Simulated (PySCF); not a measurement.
**`CCc1pcpcp1`, C5H7P3**

Cartesian coordinates in Å; atom numbers follow the order of the lines, from 1:
```xyz
15

C    -2.3462    0.1002    0.3795
C    -1.4446    0.2490   -0.8448
C     0.0047    0.0774   -0.4451
P     0.5617   -1.5720   -0.5020
C     2.1923   -1.5615    0.0717
P     3.2792   -0.3415    0.6361
C     2.3846    1.1342    0.5336
P     0.7838    1.5585    0.0381
H    -3.3911    0.2198    0.1034
H    -2.2131   -0.8843    0.8259
H    -2.0922    0.8519    1.1258
H    -1.5987    1.2379   -1.2855
H    -1.7203   -0.5054   -1.5868
H     2.6344   -2.5561    0.0746
H     2.9611    2.0001    0.8537
```

Method: GIAO B3LYP/pcSseg-1 magnetisability, rotational g tensor and spin-rotation constants, non-relativistic, gas phase (PySCF 2.14.0). Geometry: GFN2-xTB.

(1) How diamagnetic is it, and how anisotropic?

(2) Split it along the inertial axes a, b, c into diamagnetic and paramagnetic parts about the centre of mass, with the quadrupole moment.

(3) And the rotational g tensor?

Results:

(1) Isotropic -1613 × 10⁻³⁰ J/T², or -97.2 × 10⁻⁶ cm³/mol; principal values -2624, -1152, -1065 × 10⁻³⁰ J/T², anisotropy 1518 × 10⁻³⁰ J/T² (root of half the summed squared differences of the principal values). The susceptibility is in cgs units.

(2) 
```
axis  χ (10⁻⁶ cm³/mol)  diamagnetic (10⁻⁶ cm³/mol)  paramagnetic (10⁻⁶ cm³/mol)  summed x² of all electrons (Å²)  quadrupole Θ (D Å)
   a             -72.1                      -671.0                        598.9                            291.1               +2.27
   b             -64.1                     -1366.3                       1302.2                            127.2               -0.18
   c            -155.3                     -1774.5                       1619.2                             31.0               -2.09
```
Anisotropies 2χaa − χbb − χcc = +75.3 and 2χbb − χaa − χcc = +99.1 × 10⁻⁶ cm³/mol. Θ is traceless in Buckingham's convention.

(3) 
| axis | rotational constant (GHz) | g | nuclear part | electronic part |
| --- | --- | --- | --- | --- |
| a | 2.0953 | -0.0530 | 0.5365 | -0.5895 |
| b | 0.9586 | -0.0272 | 0.5593 | -0.5864 |
| c | 0.7036 | +0.0106 | 0.5458 | -0.5352 |

Asymmetric top; isotopes 12C, 1H, 31P; no vibrational averaging.
